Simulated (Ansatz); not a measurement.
C₆H₂₀O₄Te₃, SMILES O[Te](C)(O[Te](C)(O[Te](C)(O)C)C)C.

Coordinates come from a PBE-D3(BJ)/def2-SVP optimisation. The def2 effective core potentials stand for the cores of Te; spin–orbit coupling is left out. Other conformers were not sampled.

Calculation: PBE-D3(BJ)/def2-SVP (Ansatz, a program for electronic structure).

Each state was relaxed at this level (stationary points, no frequency check), unrestricted for open shells, gas phase, no zero-point terms. λ is the four-point inner reorganisation energy.

Estimate the ionisation, attachment and triplet energies that can be given, with their reorganisation energies. (An estimate is asked for; the answer gives what the named calculation found.)


```tsv
quantity	at the neutral's geometry (eV)	adiabatic (eV)	at the other state's geometry (eV)	relaxation of that state (meV)	relaxation of the neutral (meV)	λ (meV)
ionisation energy	6.87	6.32	5.65	551	667	1218
```
